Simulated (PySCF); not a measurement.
Bonds (- single, = double, # triple, : aromatic): C1-C2 1.509 Å, C2-O3 1.416 Å, O3-B4 1.343 Å, B4-P5 1.930 Å. C1 carries H6, H7, H8; C2 carries H9, H10; B4 carries H11; P5 carries H12, H13.

Geometry: PBE0-D3(BJ)/def2-SVP; GIAO shifts from PySCF 2.14.0 with density-fitted response routines, gas phase, non-relativistic, averaged over equivalent atoms.

At BLYP/pcSseg-2 (299 basis functions, 43 s wall time on 1 thread of an Arm Neoverse V2, shared host):
```json
{"atoms": "C2", "δ (ppm)": "73.2"}
{"atoms": "C1", "δ (ppm)": "19.5"}
{"atoms": "O3", "δ (ppm)": "257.9"}
{"atoms": "B4", "δ (ppm)": "56.8"}
{"atoms": "P5", "δ (ppm)": "-229.5"}
{"atoms": "H11", "δ (ppm)": "6.34"}
{"atoms": "H9/H10", "δ (ppm)": "4.02"}
{"atoms": "H12/H13", "δ (ppm)": "2.30"}
{"atoms": "H6/H7/H8", "δ (ppm)": "1.37"}
```

References, each an isolated molecule treated in the same way: $^{13}$C (σref 175.01) and $^{1}$H (σref 31.38) vs TMS; H2O for $^{17}$O (σref 325.17); $^{11}$B (σref 91.12) vs BF3·OEt2; $^{31}$P (σref 271.26) against H3PO4.

What do these become at CAM-B3LYP/pcSseg-2?

Results:


```tsv
atoms	δ at CAM-B3LYP/pcSseg-2	change
C2	69.9	-3.3
C1	19.0	-0.5
O3	233.6	-24.3
B4	59.7	+2.9
P5	-235.1	-5.6
H11	6.18	-0.16
H9/H10	3.85	-0.17
H12/H13	2.29	-0.01
H6/H7/H8	1.38	+0.01
```

Chemical shifts δ = σref − σ; $^{13}$C (182.55 ppm), $^{1}$H (31.34 ppm) against TMS; $^{17}$O (329.76 ppm) vs H2O; $^{11}$B (97.88 ppm) vs BF3·OEt2; $^{31}$P (283.70 ppm) against H3PO4, all at this level.

The largest change is at O3 (oxygen bonded to C, B). Cost: 299 basis functions, 49 s wall time on 1 thread of an Intel Xeon Platinum 8488C, shared host.

Unscaled 17O shifts of doubly bonded oxygen tend to come out too high, by tens of ppm or more. Experimental scales use liquid or dissolved standards, which lie at an offset from isolated H2O (liquid H2O: subtract about 36 ppm) and H3PO4.
